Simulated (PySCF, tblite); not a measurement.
Compound: C6H10FNSi2.
Numbering: `[CH2:1]=[C:2]([CH3:3])[SiH2:4]/[C:5]([F:6])=[CH:7]\[SiH2:8][C:9]#[N:10]` (hydrogens: H11, H12 on C1; H13, H14, H15 on C3; H16, H17 on Si4; H18 on C7; H19, H20 on Si8)

Geometry (GFN2-xTB, Å), atoms numbered from 1 in this order:
```xyz
20
C6H10FNSi2 angstrom
C     -3.070   -0.234    0.805
C     -1.851    0.062    0.371
C     -1.639    0.991   -0.787
Si    -0.304   -0.661    1.177
C      0.712   -1.495   -0.199
F      0.070   -2.597   -0.688
C      1.885   -1.190   -0.744
Si     2.998    0.235   -0.260
C      2.000    1.817   -0.298
N      1.386    2.785   -0.323
H     -3.236   -0.905    1.632
H     -3.957    0.180    0.349
H     -2.585    1.388   -1.150
H     -1.145    0.465   -1.604
H     -0.995    1.821   -0.499
H     -0.651   -1.716    2.133
H      0.546    0.371    1.780
H      2.247   -1.840   -1.535
H      4.052    0.414   -1.264
H      3.531    0.120    1.100
```

Jobs on this species (20 atoms, 90 electrons) with PySCF (density fitting) and tblite. Hardware of each: an Arm Neoverse N1 with one thread (shared host). The host was shared with other jobs, so the times are rough.

```csv
level and settings,work,basis functions,SCF cycles,wall time
GFN2-xTB,L-BFGS relaxation,–,–,?
GFN2-xTB,Hessian by finite differences,–,–,1.9 s
PBE0/pcSseg-1,"shieldings, charges and field gradients, density and orbital grids written",234,14,2.0 min
```

Problem. Fill in the missing figures.

Solution. 
- GFN2-xTB; L-BFGS relaxation: 2.9 s

Problem. What do all jobs in the table cost together?

Solution. About 2.1 min; the longest takes about 96 % of that, and about 63 times as long as the shortest.
